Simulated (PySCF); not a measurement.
# Excitation energy of Ti by level of theory

Ti [Ar] 3d2 4s2 (3F) → Ti [Ar] 3d3 4s1 (5F), as a difference of total energies. All numbers are calculated (PySCF 2.14, the spin-free X2C one-electron Hamiltonian (Gaussian nucleus), in x2c-TZVPPall (6s5p4d2f1g, 64 functions)). Correlated levels: valence and next inner shell: [Ne] frozen. The calculations carry no spin-orbit coupling.

```
                                method  excitation energy (eV)  error (eV)
                                   UHF                   0.728      -0.078
    MP2 (valence and next inner shell)                   0.617      -0.189
SCS-MP2 (valence and next inner shell)                   1.137      +0.331
   CCSD (valence and next inner shell)                   0.886      +0.080
CCSD(T) (valence and next inner shell)                   0.932      +0.126
```

Reference: 0.806 eV (measured; NIST levels, between the centres of gravity of the two terms).

Errors of the correlated levels include the incompleteness of this basis and the frozen core.
